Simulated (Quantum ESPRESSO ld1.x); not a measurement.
All-electron atom: As III in [Ar] 3d9.5 4s2 4p1 5p0.5 (fractional occupations, a model configuration). Calculated with ld1.x of Quantum ESPRESSO 7.5: scalar-relativistic Kohn-Sham, LDA (Slater exchange, Perdew-Wang correlation), spin-unpolarised, spherical densities, point nucleus. Some entries of the table are withheld. Estimate them.

orbital,occ.,eigenvalue (eV),<r> (bohr)
1s,2,-11730.9,0.04556
2s,2,-1516.73,(1)
2p,6,-1335.36,0.1774
3s,2,-220.383,0.5970
3p,6,-164.173,0.6140
3d,9.5,-71.3146,0.6612
4s,2,-37.9482,1.740
4p,1,-26.4196,2.031
5p,0.5,-9.6599,(2)

Answer. 
(1) 2s <r> (bohr): 0.2031
(2) 5p <r> (bohr): 4.940
